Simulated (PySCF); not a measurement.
## Highest orbital energy against ionisation energy along group 15

Calculated with PySCF 2.14, no spin-orbit coupling. Each cell gives −ε(HOMO) / ΔSCF in eV; NIST values include spin-orbit coupling, (s) semi-empirical, (t) theoretical.

| species | UHF | LDA | PBE | PBE0 | r2SCAN | NIST (lowest levels) |
| --- | --- | --- | --- | --- | --- | --- |
| N⁺ (aug-cc-pwCVTZ, non-relativistic) | 30.364 / 29.189 | 22.000 / 30.044 | 22.022 / 29.891 | 24.238 / 29.900 | 22.787 / 30.124 | 29.601 (s) |
| P⁺ (aug-cc-pwCVTZ, non-relativistic) | 19.732 / 19.163 | 14.919 / 19.819 | 14.992 / 19.786 | 16.336 / 19.822 | 15.413 / 19.947 | 19.769 (s) |
| As⁺ (aug-cc-pwCVTZ-PP with ECP10MDF, ECP) | 18.447 / 17.977 | 13.994 / 18.584 | 13.976 / 18.438 | 15.259 / 18.507 | 14.432 / 18.694 | 18.589 |
| Sb⁺ (aug-cc-pwCVTZ-PP with ECP28MDF, ECP) | 16.404 / 16.003 | 12.632 / 16.655 | 12.569 / 16.470 | 13.696 / 16.533 | 12.953 / 16.660 | 16.626 ± 0.025 |
| Bi⁺ (aug-cc-pwCVTZ-PP with ECP60MDF, ECP) | 15.677 / 15.306 | 12.113 / 15.977 | 12.010 / 15.762 | 13.092 / 15.822 | 12.376 / 15.913 | 16.703 |

Q: How far is −ε(HOMO) from ΔSCF on average for each method, and why?

A: UHF 0.60 eV; LDA -5.08 eV; PBE -4.96 eV; PBE0 -3.59 eV; r2SCAN -4.68 eV. Hartree-Fock orbital energies lack relaxation and so exceed the ΔSCF value; semilocal functionals have convex E(N) from self-interaction, so their HOMO lies far too high; exact exchange moves hybrids part of the way back.
